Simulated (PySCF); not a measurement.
**Working with the constants of PBr⁺**

UHF-CCSD(T) constants of PBr⁺, ²Π (doublet), unpaired electrons π ↑ (P def2-TZVPPD, Br def2-TZVPPD; no relativity (PySCF 2.14); masses 30.9738 and 78.9183 u):

```
ωe              : 540.1 cm⁻¹
ωexe            : 1.78 cm⁻¹
Be              : 0.17742 cm⁻¹
αe              : 0.000789 cm⁻¹
D (centrifugal) : 7.66e-08 cm⁻¹
De to P⁺ + Br   : 4.12 eV
```

Question: Give the vibrational terms G(v) and spacings up to v = 6.

Answer: G(v) = ωe(v+½) − ωexe(v+½)².

```
v  G(v) (cm⁻¹)  G(v) − G(v−1)  Bv (cm⁻¹)
0        269.6                    0.1770
1        806.1          536.5     0.1762
2       1339.1          533.0     0.1754
3       1868.5          529.4     0.1747
4       2394.4          525.9     0.1739
5       2916.7          522.3     0.1731
6       3435.4          518.7     0.1723
```

Question: How well does the Morse estimate ωe²/(4ωexe) reproduce De, and what is D0?

Answer: It gives 5.08 eV, 123 % of the computed De. D0 = De − G(0) = 4.12 − 0.03 = 4.09 eV.

Correlated steps freeze 14 core orbitals. Spin–orbit coupling is left out. For an ion De counts to the pair picked by the measured ionisation energies or electron affinities, which need not be the lowest pair at this level. The state was picked by a PBE0 search and need not be the measured ground state.
